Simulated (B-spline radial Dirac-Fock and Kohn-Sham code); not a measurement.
Binding energies of In⁺

System: indium as In⁺ in the configuration [Kr] 4d10 5s2, inside a Watson sphere of charge -1 and radius 2 Å (a model of the Madelung potential; inside it an electron's potential energy is raised by 7.2 eV); nuclear rms radius 4.6156 fm (A = 115).

Input of the calculation (task.json; shells as n, l, electrons):

```json
{"items": [{
  "Z": 49,
  "q": 1,
  "cfg": [[1, 0, 2], [2, 0, 2], [2, 1, 6], [3, 0, 2], [3, 1, 6], [3, 2, 10], [4, 0, 2], [4, 1, 6], [4, 2, 10], [5, 0, 2]],
  "A": 115,
  "rrms": 4.6156,
  "watson": [-1, 2.0],
  "do": ["binding"]
}]}
```

Launch: `python xray_run.py task.json out`

Method: Dirac-Fock (average of configuration) total-energy differences with a finite nucleus, the Breit interaction including its frequency dependence, and self-energy and vacuum-polarisation corrections. Computed with an atomic code on a B-spline grid. Electron correlation is not included. Energies are counted from the vacuum level.

All terms are in eV, carry their sign (relaxation lowers the binding energy) and add up to the binding energy; ⟨r⟩ is the mean radius of the orbital in the initial state.

```csv
subshell,−ε (Koopmans),relaxation,Breit,self-energy,vacuum polarisation,binding energy,⟨r⟩ (bohr)
K,28103.6,-65.09,-59.63,-34.70,4.51,27948.7,0.030
L1,4298.1,-34.98,-5.44,-4.21,0.51,4254.0,0.128
L2,3995.9,-38.35,-9.23,0.32,-0.02,3948.7,0.109
L3,3784.1,-37.24,-6.08,-0.08,-0.03,3740.7,0.114
M1,855.1,-14.95,-0.74,-0.83,0.10,838.6,0.346
M2,731.9,-15.42,-1.36,0.07,0.00,715.2,0.338
M3,692.4,-14.96,-0.78,0.00,-0.01,676.7,0.349
M4,477.0,-16.33,-0.38,0.08,-0.01,460.4,0.321
M5,469.1,-16.14,-0.14,0.06,-0.01,452.8,0.325
N1,144.9,-4.56,-0.10,-0.15,0.02,140.1,0.853
N2,102.6,-4.23,-0.19,0.02,0.00,98.17,0.908
N3,95.62,-3.99,-0.09,0.01,0.00,91.54,0.936
N4,28.54,-2.97,0.00,0.02,0.00,25.58,1.155
N5,27.58,-2.88,0.02,0.01,0.00,24.74,1.171
O1,10.30,-0.28,-0.01,-0.01,0.00,10.00,2.640
```

For the deepest level, K (1s), the Breit terms make up -0.213 % of the binding energy, QED -0.108 % and orbital relaxation -0.233 %.
